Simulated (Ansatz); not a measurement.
MnS₄, that is [MnS4]- with one electron fewer. Total charge 0; doublet. Geometry r2SCAN-D4/def2-SVPD, that of the charge -1 singlet; atoms count from 1.

```xyz
5

Mn    0.0000    0.0005    0.0000
S    -0.0924    0.2261   -2.0146
S    -1.7771    0.5323    0.8228
S     1.4735    1.1799    0.7453
S     0.3960   -1.9389    0.4465
```

The charge 0 doublet is spin-contaminated (final ⟨S²⟩ up to 2.08, 0.75 for a pure state).

**Question.** Estimate the Mulliken populations from the PBE0/def2-TZVPD orbitals of Ansatz.

**Answer.** 
```tsv
atom	charge (e)	spin (α − β)	d electrons
Mn1	0.08	-2.27	5.35
S2	0.01	0.92	–
S3	0.01	0.93	–
S4	-0.05	0.71	–
S5	-0.05	0.71	–
```
Mulliken values and Mayer orders depend strongly on the basis. With diffuse functions, as here, like atoms can get unlike values, and bond orders can come out too low or too high.

**Question.** Where does the spin sit?

**Answer.** Summed by element: Mn -2.27, S 3.27, of 1 unpaired in all. Largest on single atoms: Mn1 -2.27, S3 0.93, S2 0.92.

**Question.** And the Mayer bond orders between bonded heavy atoms (over 0.3)?

**Answer.** Mn1–S2 1.61 (2.03 Å); Mn1–S3 1.61 (2.03 Å); Mn1–S4 1.60 (2.03 Å); Mn1–S5 1.60 (2.03 Å).
